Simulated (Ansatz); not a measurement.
Geometry optimisation, RHF/def2-SVP (Ansatz).

Input file:

```yaml
crystal:
  periodic: [false, false, false]
  atoms:
    - { symbol: Ta, position_ang: [-0.110101, -0.178066, 0.083879] }
    - { symbol: O, position_ang: [1.831088, -0.290356, 0.366641] }
    - { symbol: H, position_ang: [2.204813, -0.628106, 1.170021] }
    - { symbol: Cl, position_ang: [-0.270045, -0.659666, 2.396806] }
    - { symbol: Cl, position_ang: [0.37848, 0.527539, -2.087218] }
    - { symbol: Cl, position_ang: [-1.704791, 1.474735, 0.321834] }
    - { symbol: Cl, position_ang: [-1.065423, -2.154873, -0.542096] }
    - { symbol: Cl, position_ang: [1.812318, 2.850391, 0.878769] }
    - { symbol: H, position_ang: [2.517561, 1.811802, 0.463264] }
basis:
  gaussian: { orbitals: def2-SVP }
hamiltonian:
  xc: hf
relax:
  f_tol: 0.03
  max_steps: 50
```

Command:

```bash
$ ansatz run input.yaml --threads 4 --pin off --max-ram 5120MiB --backend cpu --events-out ev --progress --plain --runs-dir out
```

Where does it end, and by what steps?

The run converged. After 37 steps the energy has fallen by 0.353 eV; Cl8 moved furthest, 1.95 Å.

```json
{"step": "0", "energy less start (eV)": "0.0000", "largest force component (eV/Å)": "1.683", "accepted": "yes"}
{"step": "2", "energy less start (eV)": "-0.1443", "largest force component (eV/Å)": "0.687", "accepted": "yes"}
{"step": "4", "energy less start (eV)": "-0.2003", "largest force component (eV/Å)": "0.118", "accepted": "yes"}
{"step": "6", "energy less start (eV)": "-0.1990", "largest force component (eV/Å)": "1.141", "accepted": "no"}
{"step": "8", "energy less start (eV)": "-0.2223", "largest force component (eV/Å)": "0.592", "accepted": "no"}
{"step": "10", "energy less start (eV)": "-0.2293", "largest force component (eV/Å)": "0.129", "accepted": "yes"}
{"step": "12", "energy less start (eV)": "-0.2319", "largest force component (eV/Å)": "0.102", "accepted": "yes"}
{"step": "14", "energy less start (eV)": "-0.2366", "largest force component (eV/Å)": "0.182", "accepted": "yes"}
{"step": "16", "energy less start (eV)": "-0.2494", "largest force component (eV/Å)": "0.117", "accepted": "yes"}
{"step": "18", "energy less start (eV)": "-0.2123", "largest force component (eV/Å)": "1.298", "accepted": "no"}
{"step": "20", "energy less start (eV)": "-0.2711", "largest force component (eV/Å)": "0.959", "accepted": "yes"}
{"step": "22", "energy less start (eV)": "-0.2841", "largest force component (eV/Å)": "0.464", "accepted": "yes"}
{"step": "24", "energy less start (eV)": "-0.3115", "largest force component (eV/Å)": "0.207", "accepted": "yes"}
{"step": "26", "energy less start (eV)": "-0.3019", "largest force component (eV/Å)": "0.611", "accepted": "no"}
{"step": "28", "energy less start (eV)": "-0.3339", "largest force component (eV/Å)": "0.152", "accepted": "yes"}
{"step": "30", "energy less start (eV)": "-0.3440", "largest force component (eV/Å)": "0.247", "accepted": "yes"}
{"step": "32", "energy less start (eV)": "-0.3504", "largest force component (eV/Å)": "0.141", "accepted": "yes"}
{"step": "34", "energy less start (eV)": "-0.3523", "largest force component (eV/Å)": "0.088", "accepted": "yes"}
{"step": "36", "energy less start (eV)": "-0.3532", "largest force component (eV/Å)": "0.044", "accepted": "yes"}
{"step": "37", "energy less start (eV)": "-0.3534", "largest force component (eV/Å)": "0.030", "accepted": "yes"}
```

```xyz
9
Properties=species:S:1:pos:R:3
Ta -0.401 -0.362 0.386
O 1.127 0.059 1.296
H 1.943 0.550 1.322
Cl -1.195 -1.746 2.109
Cl 0.312 1.027 -1.428
Cl -2.238 1.027 0.649
Cl -0.342 -2.175 -1.058
Cl 3.569 2.142 0.404
H 2.820 2.230 -0.627
```

Whether the end is a true minimum wasn't checked by a vibrational analysis.

Run time: 100 s on 4 threads of Arm Neoverse V2, with other jobs on the host, peak memory 0.47 GiB.
